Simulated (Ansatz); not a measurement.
Steps of a relaxation of CH8AlBSi2 with RKS PBE0-D4/def2-TZVP.

```sh
$ ansatz run in.yaml --threads 4 --pin off --events-out ev --progress --plain --max-ram 10444MiB
```

```yaml
crystal:
  periodic: [false, false, false]
  atoms:
    - {symbol: B, position_ang: [-1.002989, 0.703580, 0.341213]}
    - {symbol: Si, position_ang: [-0.390356, -1.009268, 1.215838]}
    - {symbol: C, position_ang: [1.413765, -0.956669, 0.532629]}
    - {symbol: Al, position_ang: [1.074722, 0.719948, -0.444274]}
    - {symbol: Si, position_ang: [-1.521854, 0.921670, -1.447849]}
    - {symbol: H, position_ang: [-0.368323, 1.693124, 0.786928]}
    - {symbol: H, position_ang: [-1.117445, -2.255573, 0.773269]}
    - {symbol: H, position_ang: [-0.419859, -0.950698, 2.724361]}
    - {symbol: H, position_ang: [2.235855, -1.006568, 1.275556]}
    - {symbol: H, position_ang: [1.541353, -1.797837, -0.187175]}
    - {symbol: H, position_ang: [2.002579, 1.902099, -0.997095]}
    - {symbol: H, position_ang: [-2.005345, -0.200014, -2.323303]}
    - {symbol: H, position_ang: [-1.421604, 2.201505, -2.235398]}
basis:
  gaussian: {orbitals: def2-TZVP}
hamiltonian: {xc: pbe0, dispersion: d4}
relax: {f_tol: 0.005, max_steps: 150}
```

Positions (Å) and forces (eV/Å) along the path, 10 of 11 steps:

```xyz
13
step=1 energy=-24184.2799 eV
B    -1.003    0.704    0.341    0.103    0.141   -0.197
Si   -0.390   -1.009    1.216    0.248   -0.075   -0.036
C     1.414   -0.957    0.533    0.112   -0.221    0.049
Al    1.075    0.720   -0.444    0.013   -0.115    0.084
Si   -1.522    0.922   -1.448    0.136   -0.006    0.041
H    -0.368    1.693    0.787   -0.163   -0.257   -0.120
H    -1.117   -2.256    0.773    0.140    0.287    0.098
H    -0.420   -0.951    2.724   -0.009   -0.005   -0.332
H     2.236   -1.007    1.276   -0.454    0.026   -0.383
H     1.541   -1.798   -0.187   -0.067    0.420    0.354
H     2.003    1.902   -0.997   -0.103   -0.157    0.073
H    -2.005   -0.200   -2.323    0.080    0.233    0.190
H    -1.422    2.202   -2.235   -0.038   -0.272    0.179
13
step=3 energy=-24184.3249 eV
B    -1.000    0.699    0.337   -0.003    0.002   -0.018
Si   -0.376   -1.003    1.198    0.025    0.029   -0.014
C     1.405   -0.951    0.531   -0.023   -0.006    0.001
Al    1.066    0.704   -0.445   -0.016   -0.009    0.014
Si   -1.502    0.914   -1.437    0.001   -0.001    0.013
H    -0.376    1.676    0.773   -0.004   -0.001    0.008
H    -1.102   -2.228    0.760   -0.006   -0.002   -0.001
H    -0.416   -0.939    2.687   -0.004   -0.004    0.006
H     2.206   -0.990    1.270    0.021    0.001    0.011
H     1.538   -1.782   -0.172    0.012   -0.010   -0.009
H     1.998    1.868   -0.987    0.004   -0.001   -0.002
H    -1.996   -0.189   -2.298   -0.006   -0.005   -0.005
H    -1.427    2.185   -2.203   -0.001    0.008   -0.006
13
step=4 energy=-24184.3251 eV
B    -1.002    0.699    0.335    0.016    0.002   -0.006
Si   -0.373   -1.001    1.197    0.000   -0.009    0.000
C     1.408   -0.953    0.532   -0.012   -0.002   -0.002
Al    1.066    0.702   -0.443   -0.003    0.004    0.003
Si   -1.503    0.916   -1.438   -0.002   -0.002    0.008
H    -0.379    1.676    0.774   -0.001    0.005   -0.001
H    -1.101   -2.225    0.759   -0.002   -0.004   -0.003
H    -0.416   -0.939    2.686   -0.002    0.002    0.003
H     2.209   -0.989    1.272    0.005    0.003    0.003
H     1.544   -1.784   -0.170    0.004   -0.004    0.000
H     1.999    1.863   -0.987    0.001    0.001   -0.002
H    -2.000   -0.187   -2.300   -0.001   -0.002   -0.003
H    -1.430    2.187   -2.204   -0.002    0.003   -0.001
13
step=5 energy=-24184.3251 eV
B    -1.000    0.699    0.335    0.006    0.002   -0.001
Si   -0.373   -1.002    1.196   -0.002   -0.002    0.002
C     1.408   -0.953    0.533   -0.002   -0.006   -0.002
Al    1.066    0.701   -0.443    0.000    0.005    0.001
Si   -1.505    0.916   -1.437   -0.003    0.000    0.003
H    -0.379    1.677    0.774    0.000    0.000   -0.002
H    -1.102   -2.225    0.757    0.001    0.000   -0.002
H    -0.418   -0.939    2.685   -0.001    0.000    0.000
H     2.209   -0.988    1.273   -0.001    0.002    0.000
H     1.547   -1.785   -0.168    0.003    0.000    0.003
H     2.000    1.862   -0.988    0.000    0.000   -0.001
H    -2.002   -0.186   -2.299    0.001    0.000    0.000
H    -1.432    2.188   -2.204   -0.001    0.000    0.000
13
step=6 energy=-24184.3252 eV
B    -0.998    0.700    0.334    0.000   -0.001    0.003
Si   -0.373   -1.002    1.195   -0.003    0.003    0.002
C     1.409   -0.954    0.534    0.005   -0.004   -0.003
Al    1.067    0.700   -0.443   -0.001    0.001   -0.001
Si   -1.507    0.917   -1.436    0.001    0.000   -0.003
H    -0.378    1.678    0.772    0.001   -0.001    0.000
H    -1.102   -2.225    0.754    0.001    0.002   -0.001
H    -0.420   -0.941    2.684    0.000   -0.002   -0.002
H     2.209   -0.985    1.276   -0.003    0.001   -0.001
H     1.552   -1.787   -0.164    0.000    0.002    0.004
H     2.002    1.859   -0.990   -0.001   -0.001    0.000
H    -2.004   -0.185   -2.299   -0.001    0.001    0.001
H    -1.436    2.190   -2.202    0.000   -0.001    0.000
13
step=7 energy=-24184.3252 eV
B    -0.996    0.700    0.334   -0.008    0.000    0.005
Si   -0.373   -1.003    1.194   -0.002    0.003    0.001
C     1.410   -0.954    0.536    0.006   -0.001   -0.003
Al    1.068    0.699   -0.443    0.002   -0.001   -0.002
Si   -1.508    0.918   -1.435   -0.001    0.001   -0.003
H    -0.376    1.679    0.772    0.003   -0.002    0.000
H    -1.101   -2.224    0.749    0.001    0.002   -0.001
H    -0.423   -0.944    2.683   -0.001   -0.002   -0.002
H     2.208   -0.981    1.279   -0.002    0.001    0.000
H     1.556   -1.788   -0.161    0.000    0.002    0.003
H     2.002    1.857   -0.994   -0.001   -0.001    0.000
H    -2.008   -0.183   -2.297    0.001    0.000    0.002
H    -1.438    2.190   -2.202    0.001   -0.001    0.000
13
step=8 energy=-24184.3253 eV
B    -0.993    0.702    0.335   -0.013    0.002    0.005
Si   -0.373   -1.004    1.191    0.001    0.003    0.003
C     1.412   -0.954    0.539    0.004    0.003   -0.002
Al    1.068    0.696   -0.446    0.003   -0.005   -0.002
Si   -1.513    0.921   -1.431    0.005   -0.001   -0.005
H    -0.369    1.680    0.771    0.005   -0.003    0.001
H    -1.101   -2.222    0.735    0.001    0.001   -0.001
H    -0.430   -0.954    2.680    0.000   -0.002   -0.001
H     2.206   -0.970    1.288   -0.002    0.001   -0.001
H     1.568   -1.792   -0.150   -0.001    0.002    0.002
H     2.002    1.850   -1.006    0.000    0.000    0.000
H    -2.016   -0.181   -2.291   -0.001    0.001    0.002
H    -1.439    2.191   -2.201   -0.001    0.000    0.000
13
step=9 energy=-24184.3253 eV
B    -0.990    0.705    0.337   -0.013    0.002    0.003
Si   -0.374   -1.004    1.188    0.006   -0.002    0.000
C     1.414   -0.952    0.543    0.001    0.002    0.001
Al    1.068    0.693   -0.449    0.005   -0.007   -0.002
Si   -1.515    0.923   -1.429   -0.002    0.000    0.000
H    -0.361    1.680    0.770    0.004   -0.001    0.002
H    -1.099   -2.219    0.719    0.001    0.000    0.000
H    -0.439   -0.966    2.677    0.000   -0.001   -0.002
H     2.203   -0.957    1.297   -0.003    0.001   -0.004
H     1.580   -1.796   -0.137   -0.002    0.004    0.003
H     2.002    1.842   -1.018    0.000    0.000    0.001
H    -2.026   -0.178   -2.284    0.001    0.000    0.001
H    -1.443    2.193   -2.199    0.003    0.001   -0.001
13
step=10 energy=-24184.3253 eV
B    -0.990    0.706    0.338   -0.007    0.001   -0.001
Si   -0.375   -1.005    1.187    0.005   -0.001    0.002
C     1.414   -0.951    0.545    0.000   -0.004    0.000
Al    1.067    0.692   -0.453    0.003   -0.002    0.001
Si   -1.516    0.925   -1.426    0.000   -0.001    0.000
H    -0.356    1.679    0.771    0.002   -0.001    0.001
H    -1.098   -2.218    0.712    0.001    0.001    0.000
H    -0.443   -0.972    2.676    0.000    0.000   -0.002
H     2.201   -0.949    1.301   -0.005    0.001   -0.006
H     1.585   -1.797   -0.131   -0.001    0.005    0.005
H     2.001    1.839   -1.026    0.000   -0.001    0.000
H    -2.031   -0.176   -2.279    0.001    0.000    0.000
H    -1.440    2.193   -2.199    0.000    0.001    0.000
13
step=11 energy=-24184.3254 eV
B    -0.991    0.706    0.339    0.001   -0.001   -0.001
Si   -0.375   -1.005    1.187    0.002   -0.004   -0.002
C     1.414   -0.950    0.545    0.000   -0.002    0.002
Al    1.067    0.691   -0.454    0.000   -0.001   -0.002
Si   -1.516    0.925   -1.426    0.001   -0.001    0.001
H    -0.355    1.677    0.772    0.000    0.002    0.001
H    -1.097   -2.218    0.710    0.001    0.001    0.001
H    -0.444   -0.974    2.676    0.000    0.001   -0.002
H     2.201   -0.946    1.301   -0.003    0.000   -0.003
H     1.586   -1.797   -0.129   -0.001    0.004    0.003
H     2.001    1.837   -1.029    0.000    0.000    0.001
H    -2.030   -0.176   -2.280   -0.001    0.001    0.000
H    -1.439    2.194   -2.199    0.000    0.000    0.000
```

It took 57 s on 4 threads of an Arm Neoverse V1 on a shared host, with 0.7 GiB of host memory at the peak.
